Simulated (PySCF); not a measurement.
# Correlation energy of I (iodine, neutral)

[Kr] 4d10 5s2 5p4 5d1, one real determinant (an excited configuration). All numbers are calculated (PySCF 2.14, the spin-free X2C one-electron Hamiltonian (Gaussian nucleus), in aug-cc-pVTZ-DK3 (8s7p5d2f, 68 functions)). Frozen: [Kr] 4d10; 7 electrons correlated.

| level | correlation energy (mhartree) |
| --- | --- |
| CCSD | -116.20 |
| (T) | -4.44 |
| CCSD(T) | -120.64 |

Diagnostics: T1 = 0.0088, D1 = 0.0245, largest double amplitude 0.092.

The real determinant used has ⟨L²⟩ near 8 against 12 for a pure F term, so it mixes terms. The outer electron is Rydberg-like, and this basis confines it to a smaller radius and binds it less than a complete one would.

Cost of the coupled-cluster step: of the order of 1.9 core-seconds, for 7 correlated electrons.

Iterations:

```
CC2 = 0
CCSD nocc = (np.int64(5), np.int64(2)), nmo = (45, 45)
frozen orbitals [[0, 1, 2, 3, 4, 5, 6, 7, 8, 9, 10, 11, 12, 13, 14, 15, 16, 17, 18, 19, 20, 21, 22], [0, 1, 2, 3, 4, 5, 6, 7, 8, 9, 10, 11, 12, 13, 14, 15, 16, 17, 18, 19, 20, 21, 22]]
max_cycle = 100
direct = 0
conv_tol = 1e-08
conv_tol_normt = 1e-06
diis_space = 8
diis_start_cycle = 0
Init t2, MP2 energy = -0.0964779886369691
Init E_corr(UCCSD) = -0.096477988639272
cycle = 1  E_corr(UCCSD) = -0.110719759862139  dE = -0.0142417712  norm(t1,t2) = 0.0463301
cycle = 2  E_corr(UCCSD) = -0.113948472001187  dE = -0.00322871214  norm(t1,t2) = 0.0196893
cycle = 3  E_corr(UCCSD) = -0.115801592266211  dE = -0.00185312027  norm(t1,t2) = 0.0129106
cycle = 4  E_corr(UCCSD) = -0.115937984922329  dE = -0.000136392656  norm(t1,t2) = 0.00859807
cycle = 5  E_corr(UCCSD) = -0.116190959049368  dE = -0.000252974127  norm(t1,t2) = 0.00383526
cycle = 6  E_corr(UCCSD) = -0.116202368186291  dE = -1.14091369e-05  norm(t1,t2) = 0.000673231
cycle = 7  E_corr(UCCSD) = -0.116199255385101  dE = 3.11280119e-06  norm(t1,t2) = 0.000246704
cycle = 8  E_corr(UCCSD) = -0.116200509312422  dE = -1.25392732e-06  norm(t1,t2) = 6.94676e-05
cycle = 9  E_corr(UCCSD) = -0.116199841669102  dE = 6.6764332e-07  norm(t1,t2) = 1.55912e-05
cycle = 10  E_corr(UCCSD) = -0.116200038553672  dE = -1.9688457e-07  norm(t1,t2) = 4.01822e-06
cycle = 11  E_corr(UCCSD) = -0.116200051483614  dE = -1.29299416e-08  norm(t1,t2) = 9.40155e-07
cycle = 12  E_corr(UCCSD) = -0.116200046398081  dE = 5.08553229e-09  norm(t1,t2) = 2.51233e-07
UCCSD converged
E(UCCSD) = -7112.20026329566  E_corr = -0.1162000463980814
UCCSD(T) correction = -0.00444388773132417
```

The reference is one real determinant that mixes LS terms of this configuration.
